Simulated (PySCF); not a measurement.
```xyz
5
charge 0 multiplicity 1, angstrom
Ta    0.0000   -0.0103   -0.0073
S     0.0000   -1.7762   -1.2564
Cl    1.8980   -0.0808    1.2851
Cl   -1.8980   -0.0808    1.2851
Cl    0.0000    1.8176   -1.3988
```

Method: PySCF, PBE, basis Ta def2-SVP with ECP60, S def2-SVP, Cl def2-SVP (scalar-relativistic core potentials, no spin–orbit coupling, density fitting).

This geometry of TaSCl3 is a stationary point at this level.

Task: What is the point group?

Result: C3v.

Task: Is it a minimum?

Result: Yes: all harmonic wavenumbers are real.

Task: List the harmonic modes with their infrared intensities.

Result: 
```csv
symmetry,ω (cm⁻¹),"IR (km/mol, summed over degenerate members)"
e,100,1.1
a1,118,0.2
e,143,0.4
a1,386,16.2
e,403,117
a1,532,40.0
```

Task: Give the atomic charges and bond orders.

Result: 
```json
{"atom": "Ta1", "Mulliken": "0.58", "Löwdin": "-0.89", "polar tensor": "1.70", "Mayer order to Ta1": "–"}
{"atom": "S2", "Mulliken": "-0.14", "Löwdin": "0.25", "polar tensor": "-0.43", "Mayer order to Ta1": "2.32"}
{"atom": "Cl3,4,5", "Mulliken": "-0.15", "Löwdin": "0.21", "polar tensor": "-0.42", "Mayer order to Ta1": "1.28"}
```

Task: What is the atomisation energy, with and without zero-point energy?

Result: 2054 kJ/mol without, 2040 kJ/mol with.

In C3v the vibrations span 3e + 3a1.

Only a few start shapes were tried, so a lower isomer may exist. With an element this heavy the missing spin–orbit coupling can shift these numbers.
